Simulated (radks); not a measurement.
Values are calculated unless marked as measured or tabulated.
Spherical quantum dot in the effective-mass picture: electrons in a hard-walled sphere of radius 4.12, all in effective atomic units (hartree* = m*/eps^2 hartree, bohr* = eps/m* bohr), one dielectric constant everywhere. Level of theory: non-relativistic Kohn-Sham, exchange-only LDA, spin-polarised, spherical densities (a radial shooting solver with Libxc functionals). Levels are named by radial order and angular momentum (1s, 1p, 1d, 2s, ...), and open shells are averaged over m.

N = 5, configuration 1s2 1p(up 3, down 0). This is the lowest configuration that the search found. Occupied and some empty levels:

| level | occupation | eigenvalue (hartree*) | <r> (bohr*) |
|---|---|---|---|
| 1s up | 1 | 1.8137 | 2.390 |
| 1s down | 1 | 1.9367 | 2.362 |
| 1p up | 3 | 2.0345 | 2.621 |
| 1p down | 0 | 2.1640 | 2.618 |
| 1d up | 0 | 2.3636 | 2.782 |
| 1d down | 0 | 2.4941 | 2.786 |
| 2s up | 0 | 2.7400 | 1.952 |
| 1f up | 0 | 2.7846 | 2.904 |
| 2s down | 0 | 2.8249 | 1.952 |
| 1f down | 0 | 2.9139 | 2.910 |

Energy (hartree*): total 5.78964, kinetic 2.5221, external 0, Hartree 4.4627, exchange-correlation -1.1952.

Electron density:

| r (bohr*) | n(r) (e/bohr*^3) |
|---|---|
| 0.104 | 0.01766 |
| 0.310 | 0.01837 |
| 0.516 | 0.01976 |
| 0.722 | 0.02178 |
| 0.927 | 0.02433 |
| 1.13 | 0.02728 |
| 1.34 | 0.03041 |
| 1.54 | 0.03342 |
| 1.75 | 0.03600 |
| 1.96 | 0.03772 |
| 2.16 | 0.03819 |
| 2.37 | 0.03710 |
| 2.57 | 0.03426 |
| 2.78 | 0.02974 |
| 2.98 | 0.02395 |
| 3.19 | 0.01747 |
| 3.40 | 0.01114 |
| 3.60 | 0.005786 |
| 3.81 | 0.002066 |
| 4.01 | 0.0002299 |
